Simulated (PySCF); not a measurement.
## SmCl2 at several levels of theory

Computed with PySCF 2.14.0 (density fitting, no spin-orbit coupling) at the geometry relaxed with PBE0:

```xyz
3
SmCl2 (singlet in the valence; each metal's 4f electrons, 6 of them, lie in its core potential, out of spins and levels)
Sm    0.0000    0.0000   -0.2535
Cl    2.4392    0.0000    0.7310
Cl   -2.4392    0.0000    0.7310
```

```tsv
level	basis	state	HOMO (eV)	gap (eV)	charge on Sm1 (e)	population of f-type functions on Sm1 (polarisation alone where 4f lies in the core)	dipole about the centre of mass (D)	largest force component (eV/Å)
PBE0	Sm lcecp-0-SVP with ECP52, Cl def2-SVP	singlet	–	–	0.84	0.02	5.83	0.00
revPBE	the same	singlet	–	–	0.74	0.02	5.54	0.17
PBE0	Sm lcecp-0-TZVP with ECP52, Cl def2-TZVP	singlet	–	–	1.19	0.03	6.00	0.03
```

In the lcecp rows the 4f levels are missing from HOMO and gap, and the state counts the valence alone.

Charges are Mulliken's, which hang on the basis. The relaxation used the grid (50, 194), these runs (75, 302) or, all-electron (x2c bases, spin-free X2C Hamiltonian), (99, 590).

What does CAM-B3LYP with Sm lcecp-0-SVP with ECP52, Cl def2-SVP give here?

state singlet, charge on Sm1 (e) 0.82, population of f-type functions on Sm1 (polarisation alone where 4f lies in the core) 0.02, dipole about the centre of mass (D) 5.88, largest force component (eV/Å) 0.05. Time: 1.8 s on 2 threads of AMD EPYC 9R45 96-Core Processor (Zen 5) (shared host), from an already converged density.

An lcecp potential fixes the number of 4f electrons, so in runs with it no electron can move into or out of that shell.
